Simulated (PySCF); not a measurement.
C6H6O2S, SMILES COC(=O)c1cccs1 (GFN2-xTB optimised geometry):

```
15

C     -1.017     3.156     0.007
O     -1.074     1.739     0.011
C      0.099     1.083    -0.001
O      1.179     1.623    -0.003
C     -0.103    -0.361     0.000
C      0.867    -1.329     0.000
C      0.333    -2.629     0.000
C     -1.030    -2.629     0.000
S     -1.691    -1.048     0.000
H     -0.992     3.523    -1.021
H     -1.916     3.508     0.508
H     -0.121     3.497     0.531
H      1.916    -1.094    -0.001
H      0.930    -3.523     0.000
H     -1.688    -3.475     0.000
```

Level of theory: PBE/def2-TZVP in PySCF.

Problem. What are the frontier orbital energies and the dipole moment?

Solution. HOMO-2 -6.51 eV, HOMO-1 -6.46 eV, HOMO -6.17 eV, LUMO -2.34 eV, LUMO+1 -0.35 eV; dipole moment 1.82 D.

Meta-Löwdin charges at PBE/def2-TZVP: C1 -0.16, O2 -0.31, C3 0.46, O4 -0.44, C5 -0.18, C6 -0.12, C7 -0.15, C8 -0.26, S9 0.33, H10 0.13, H11 0.13, H12 0.14, H13 0.15, H14 0.14, H15 0.15.
